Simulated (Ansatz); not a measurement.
Nudged elastic band run: AlH₈NOSi₂

Input file:

```yaml
crystal:
  periodic: [false, false, false]
  atoms:
    - { symbol: "N", position_ang: [-0.519335, 1.105063, 1.708574] }
    - { symbol: Si, position_ang: [-1.378538, 0.978877, 0.181525] }
    - { symbol: O, position_ang: [-1.091482, 2.211259, -0.966039] }
    - { symbol: Al, position_ang: [-0.694123, -1.278186, -0.526942] }
    - { symbol: Si, position_ang: [1.747904, -1.664526, -0.649876] }
    - { symbol: H, position_ang: [0.486993, 0.948447, 1.709655] }
    - { symbol: H, position_ang: [-0.739106, 1.875974, 2.339276] }
    - { symbol: H, position_ang: [-2.819195, 1.195819, 0.510471] }
    - { symbol: H, position_ang: [-0.204529, 2.207635, -1.351508] }
    - { symbol: H, position_ang: [-1.700112, -2.473964, -0.855033] }
    - { symbol: H, position_ang: [2.254553, -1.297529, -2.019748] }
    - { symbol: H, position_ang: [2.483523, -0.771513, 0.313388] }
    - { symbol: H, position_ang: [2.193945, -3.072056, -0.378945] }
basis:
  gaussian: { orbitals: cc-pVDZ }
hamiltonian:
  xc: b3lyp
  dispersion: d4
neb:
  order_check: false
  images: 2
  f_tol: 0.03
  max_iterations: 60
  initial_path: idpp
  climbing: false
  final_atoms:
    - { symbol: "N", position_ang: [-0.57082209, 1.03924503, 1.7710232] }
    - { symbol: Si, position_ang: [-1.38241438, 0.98723677, 0.21398302] }
    - { symbol: O, position_ang: [-1.07575369, 2.28570528, -0.85307749] }
    - { symbol: Al, position_ang: [-0.66141677, -1.20985309, -0.63463184] }
    - { symbol: Si, position_ang: [1.77323213, -1.65514232, -0.72327185] }
    - { symbol: H, position_ang: [0.43943525, 0.91005495, 1.79162886] }
    - { symbol: H, position_ang: [-0.82572576, 1.77018026, 2.43519133] }
    - { symbol: H, position_ang: [-2.83524105, 1.166858, 0.51096818] }
    - { symbol: H, position_ang: [-0.1732137, 2.31743368, -1.19959897] }
    - { symbol: H, position_ang: [-1.65548523, -2.38103383, -1.07176309] }
    - { symbol: H, position_ang: [2.2373186, -2.00274214, -2.11024484] }
    - { symbol: H, position_ang: [2.58122453, -0.46442307, -0.28415252] }
    - { symbol: H, position_ang: [2.16936017, -2.79821951, 0.16874401] }
```

Run as:

```bash
$ ansatz run input.yaml --threads 2 --pin off --max-ram 3072MiB --backend cpu --events-out ev --progress --plain --runs-dir out
```

Output, in part (warnings, iteration lines, the closing report on the highest movable image, with atoms numbered from 0):

```
NEB end point (image 0): max|allowed force component| = 1.372e-2 eV/Å (the criterion of neb.relax_end_points is 1.000e-2)
NEB end point (image 3): max|allowed force component| = 7.535e-3 eV/Å (the criterion of neb.relax_end_points is 1.000e-2)
NEB iter   1: max|band force component| = 3.678e-1 eV/Å  barrier→ = 0.0058 eV  barrier← = 0.0026 eV  Δτ_max = 0.0226 Å  (104 SCF iters)
NEB iter   2: max|band force component| = 4.565e-2 eV/Å  barrier→ = 0.0032 eV  barrier← = 0.0000 eV  Δτ_max = 0.0101 Å  (46 SCF iters)
NEB iter   3: max|band force component| = 1.323e-2 eV/Å  barrier→ = 0.0032 eV  barrier← = 0.0000 eV  Δτ_max = 0.0000 Å  (98 SCF iters)
Total energy: -26022.77750060 eV, -956.3194342749 hartree
Atom 0 at    -0.580054     0.636765     1.950125 Å, force     0.000256     0.001031     0.001394 eV/Å
Atom 1 at    -1.379525     0.926597     0.413048 Å, force     0.000648    -0.007535    -0.001081 eV/Å
Atom 2 at    -1.058508     2.422630    -0.346893 Å, force     0.006175     0.005179    -0.004135 eV/Å
Atom 3 at    -0.661864    -1.040329    -0.884392 Å, force    -0.001979     0.001064     0.000233 eV/Å
Atom 4 at     1.771353    -1.471037    -1.050521 Å, force     0.004127    -0.001839    -0.000284 eV/Å
Atom 5 at     0.429409     0.499949     1.949208 Å, force     0.000399    -0.000743    -0.001303 eV/Å
Atom 6 at    -0.836869     1.208915     2.754520 Å, force    -0.000722     0.000450    -0.000754 eV/Å
Atom 7 at    -2.833823     1.046929     0.731966 Å, force     0.000255     0.002742     0.000987 eV/Å
Atom 8 at    -0.153118     2.522744    -0.672330 Å, force    -0.007159    -0.000891     0.002871 eV/Å
Atom 9 at    -1.657774    -2.083610    -1.570431 Å, force     0.000410    -0.000304     0.001252 eV/Å
Atom 10 at     2.244813    -1.514360    -2.476654 Å, force    -0.000691     0.001700     0.002559 eV/Å
Atom 11 at     2.581268    -0.407960    -0.359584 Å, force    -0.001934    -0.002059     0.000793 eV/Å
Atom 12 at     2.155189    -2.781934    -0.423263 Å, force     0.000215     0.001205    -0.002530 eV/Å
Dipole moment:     0.250783     0.072760     0.160951 e Å
```

The forces met the threshold. The highest image is an end point: on this band no image between the ends rises above it. So few images can step over the top or miss a turn of the path.

Final band (atoms are numbered from 1 in the order of the input):

```tsv
image	path coordinate (Å)	energy (eV)	height of N1 over the plane of its neighbours (Å)
0	0.00	0.000	0.26
1	0.42	0.001	0.26
2	0.83	0.002	0.26
3	1.25	0.003	0.26
```

Run time: 44 s on 2 threads of Intel(R) Xeon(R) CPU @ 2.80GHz (Skylake/Cascade Lake), with other jobs on the host, peak memory 0.33 GiB.
